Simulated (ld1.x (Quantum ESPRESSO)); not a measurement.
Building the ultrasoft potential for tantalum (LDA (PZ), scalar-relativistic).

ld1.x (Quantum ESPRESSO) 7.5 was run on this input:

```
&input
   title='Ta', zed=73., rel=1, dft='PZ', iswitch=3,
   config='[Xe] 4f14 5d3 6s1.75 6p0.25',
   nld=3, rlderiv=2.75, eminld=-7.0, emaxld=5.0, deld=0.02
 /
 &inputp
   pseudotype=3, tm=.true., lloc=-1, rcloc=2.30,
   nlcc=.false.,
   file_pseudopw='Ta.UPF', file_wfcaegen='ae.wfc', file_wfcncgen='nc.wfc', file_beta='beta', file_chi='chi', file_wfcusgen='us.wfc'
 /
6
5S  1  0   2.00   0.00  1.45  1.85  0.0
6S  2  0   1.75   0.00  1.45  1.85  0.0
5P  2  1   6.00   0.00  1.95  2.15  0.0
6P  3  1   0.25   0.00  1.95  2.15  0.0
5D  3  2   3.00   0.00  2.05  2.55  0.0
5D  3  2   0.00   1.35  2.05  2.55  0.0
 &test
   configts(1)='5s2 5p6 5d3 6s1.75 6p0.25'
 /
```

Command:

```bash
ld1.x < Ta.in > Ta.out
```

The program printed (shortened: banner, matrices, multipoles, cross overlaps and the repeated all-electron block are left out):

```
[... start of the log left out ...]

       Zero norm: self consistency problem; state:  5 (l=  1, j=0.0)
       Zero norm: self consistency problem; state:  5 (l=  1, j=0.0)
       Zero norm: self consistency problem; state:  5 (l=  1, j=0.0)
       Zero norm: self consistency problem; state:  5 (l=  1, j=0.0)
       Zero norm: self consistency problem; state:  5 (l=  1, j=0.0)
       Zero norm: self consistency problem; state:  5 (l=  1, j=0.0)
       Zero norm: self consistency problem; state:  5 (l=  1, j=0.0)
       Zero norm: self consistency problem; state:  5 (l=  1, j=0.0)
       Zero norm: self consistency problem; state:  5 (l=  1, j=0.0)
       Zero norm: self consistency problem; state:  5 (l=  1, j=0.0)
       Zero norm: self consistency problem; state:  5 (l=  1, j=0.0)
       Zero norm: self consistency problem; state:  5 (l=  1, j=0.0)
       Zero norm: self consistency problem; state:  5 (l=  1, j=0.0)
       Zero norm: self consistency problem; state:  5 (l=  1, j=0.0)
       Zero norm: self consistency problem; state:  5 (l=  1, j=0.0)
       Zero norm: self consistency problem; state:  5 (l=  1, j=0.0)
       Zero norm: self consistency problem; state:  5 (l=  1, j=0.0)
       Zero norm: self consistency problem; state:  5 (l=  1, j=0.0)
       Zero norm: self consistency problem; state:  5 (l=  1, j=0.0)
       Zero norm: self consistency problem; state:  5 (l=  1, j=0.0)
       Zero norm: self consistency problem; state:  5 (l=  1, j=0.0)
       Zero norm: self consistency problem; state:  5 (l=  1, j=0.0)
       Zero norm: self consistency problem; state:  5 (l=  1, j=0.0)
       Zero norm: self consistency problem; state:  5 (l=  1, j=0.0)
       Zero norm: self consistency problem; state:  5 (l=  1, j=0.0)
       Zero norm: self consistency problem; state:  5 (l=  1, j=0.0)
       Zero norm: self consistency problem; state:  5 (l=  1, j=0.0)
       Zero norm: self consistency problem; state:  5 (l=  1, j=0.0)

 %%%%%%%%%%%%%%%%%%%%%%%%%%%%%%%%%%%%%%%%%%%%%%%%%%%%%%%%%%%%%%%%%%%%%%%%%%%%%%
     Error in routine run_pseudo (1):
     Errors in PS-KS equation
 %%%%%%%%%%%%%%%%%%%%%%%%%%%%%%%%%%%%%%%%%%%%%%%%%%%%%%%%%%%%%%%%%%%%%%%%%%%%%%

     stopping ...
```

The run stopped because the pseudo-atom solver did not find the valence states with the expected number of nodes, which is the usual sign of a ghost state.

The run took about 0.7 s on one core of a shared server CPU.
